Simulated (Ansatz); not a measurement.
```json
{"atom": "C", "x (Å)": "0.0000", "y (Å)": "0.5249", "z (Å)": "-0.3523"}
{"atom": "H", "x (Å)": "0.0000", "y (Å)": "1.6127", "z (Å)": "0.2127"}
{"atom": "O", "x (Å)": "0.0000", "y (Å)": "-0.5952", "z (Å)": "0.2377"}
```

Basis set: cc-pVDZ (spherical functions). Left uncorrelated: 2 orbitals. Charge 0, multiplicity 2.

Computed with Ansatz (development build ahead of 0.2.0); each method stands on the lowest determinant of its kind that the runs found.

Q: Give the atomization energy at this shape (free ground-state atoms in the same class of orbitals less the molecule, no zero-point energy) of doublet CHO by UHF-MP2, UHF.

A:

```csv
method,atomization energy
UHF-MP2,10.94 eV
UHF,6.94 eV
```

Caution: the shape is not the minimum; the unrestricted determinant is spin contaminated.
